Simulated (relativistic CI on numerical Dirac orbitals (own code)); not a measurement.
## Tb XLII: q coefficients and field-shift factors

Computed by Dirac-Coulomb-Breit CI, KLI orbitals optimised for each configuration, derivatives by finite differences, unscaled Slater integrals, QED left out (own radial code, finite nucleus).

Configuration list (outside the closed core [Ne]): 3s2 3p6 3d6, 3s2 3p5 3d7, 3s2 3p4 3d8, 3s 3p6 3d7, 3p6 3d8, 3s 3p5 3d8, 3s2 3p6 3d5 4s, 3s2 3p6 3d5 4p. Levels of other configurations are missing.

With x = (α/α₀)² − 1 an excitation energy changes as ω = ω₀ + qx; K = 2q/ω₀ is the relative enhancement. Terms are leading LS components, so labels can repeat. The field-shift factor is F = δν/δ⟨r²⟩ for the transition from the lowest level.

Lowest level 3s2 3p6 3d6 5D_4.

```
           Level  ω₀ (cm⁻¹)  q (cm⁻¹)  F (GHz/fm²)
3s2 3p6 3d6 3P_2      49931      5479       -0.259
3s2 3p6 3d6 3P_0     152855     53580         1.09
3s2 3p6 3d6 5D_3     249109    303200         4.69
3s2 3p6 3d6 5D_4     270322    274900         4.49
3s2 3p6 3d6 5D_1     279881    307700         4.71
3s2 3p6 3d6 3G_5     325922    277800         4.71
3s2 3p6 3d6 3H_6     327030    275600         4.81
3s2 3p6 3d6 3F_2     366519    289300         4.29
3s2 3p6 3d6 3G_3     375525    294200         4.83
3s2 3p6 3d6 3P_0     451132    266400         4.39
3s2 3p6 3d6 3D_2     459314    339400         5.69
3s2 3p6 3d6 1G_4     463623    313500         5.52
3s2 3p6 3d6 3P_1     468384    315700         5.25
3s2 3p6 3d6 3F_3     490798    290300         5.08
3s2 3p6 3d6 5D_2     545223    575400         8.75
3s2 3p6 3d6 5D_0     566997    578200         9.29
3s2 3p6 3d6 3H_4     591551    577000          9.2
3s2 3p6 3d6 3D_3     618264    567500            9
3s2 3p6 3d6 3H_5     620708    579900         9.52
3s2 3p6 3d6 1I_6     647784    571500         9.68
3s2 3p6 3d6 3G_3     662065    591300         9.56
3s2 3p6 3d6 3P_1     690839    562000         8.89
3s2 3p6 3d6 1G_4     704267    563500         9.35
```

At this charge energies of transitions that change n are usually good to better than 1 %, and those within a shell (Δn = 0) to a few per cent.

Problem. Which transition from the lowest level has the largest |K|?

Solution. 3s2 3p6 3d6 5D_3 at 249109 cm⁻¹, K = 2.43.
